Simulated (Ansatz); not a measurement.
`Cl[CH2][GeH2][SeH]` + `CO[SiH2]F` → `F[SiH2]OC[SeH]` + `Cl[CH2][GeH3]`  (formal exchange of groups at the Se–Ge bond)

Isolated molecules relaxed with PBE0-D4/def2-TZVP in Ansatz; ΔE leaves out vibrations. CCSD(T)/CBS is the MP2 limit (def2-TZVPP, def2-QZVPP) plus CCSD(T) − MP2 in def2-TZVPP, frozen cores. Functionals use def2-TZVPP. B3LYP here is the variant with VWN-RPA as its local correlation; programs differ in this. For Ge, Se outer-core shells are correlated without core-valence functions, which leaves a few kJ/mol of doubt a bond. Scalar relativity is left out up to krypton. Each species was taken in one conformer, which may not be the lowest.

```json
{"level": "PBE-D4", "ΔE (kJ/mol)": "93.9", "difference from CCSD(T)/CBS": "-5.2"}
{"level": "r2SCAN-D4", "ΔE (kJ/mol)": "97.7", "difference from CCSD(T)/CBS": "-1.4"}
{"level": "B3LYP-D4", "ΔE (kJ/mol)": "98.1", "difference from CCSD(T)/CBS": "-1.0"}
{"level": "ωB97X-V", "ΔE (kJ/mol)": "97.9", "difference from CCSD(T)/CBS": "-1.2"}
{"level": "ωB97M-V", "ΔE (kJ/mol)": "98.7", "difference from CCSD(T)/CBS": "-0.4"}
{"level": "B2PLYP", "ΔE (kJ/mol)": "100.9", "difference from CCSD(T)/CBS": "1.8"}
{"level": "r2SCAN", "ΔE (kJ/mol)": "97.9", "difference from CCSD(T)/CBS": "-1.2"}
{"level": "PBE0", "ΔE (kJ/mol)": "100.4", "difference from CCSD(T)/CBS": "1.3"}
{"level": "HF/def2-TZVPP", "ΔE (kJ/mol)": "111.4", "difference from CCSD(T)/CBS": "12.3"}
{"level": "SCS-MP2/def2-TZVPP", "ΔE (kJ/mol)": "100.9", "difference from CCSD(T)/CBS": "1.8"}
{"level": "CCSD(T)/def2-TZVPP", "ΔE (kJ/mol)": "98.2", "difference from CCSD(T)/CBS": "-0.9"}
{"level": "HF/def2-QZVPP", "ΔE (kJ/mol)": "110.7", "difference from CCSD(T)/CBS": "11.6"}
{"level": "MP2/def2-QZVPP", "ΔE (kJ/mol)": "102.4", "difference from CCSD(T)/CBS": "3.3"}
{"level": "HF/CBS(def2)", "ΔE (kJ/mol)": "110.6", "difference from CCSD(T)/CBS": "11.5"}
{"level": "MP2/CBS(def2)", "ΔE (kJ/mol)": "103.1", "difference from CCSD(T)/CBS": "4.0"}
{"level": "CCSD/CBS(def2)", "ΔE (kJ/mol)": "101.2", "difference from CCSD(T)/CBS": "2.1"}
{"level": "CCSD(T)/CBS", "ΔE (kJ/mol)": "99.1", "difference from CCSD(T)/CBS": "0"}
```

Largest T1 diagnostic among the species: 0.011.

In def2-TZVPP, CCSD(T) changes the Hartree–Fock value by −13.3 kJ/mol (the triples alone add −2.1 kJ/mol) and MP2 by −9.3 kJ/mol. From PBE to PBE0 (25 % exact exchange), in def2-TZVPP and without D4, ΔE moves by +5.4 kJ/mol.
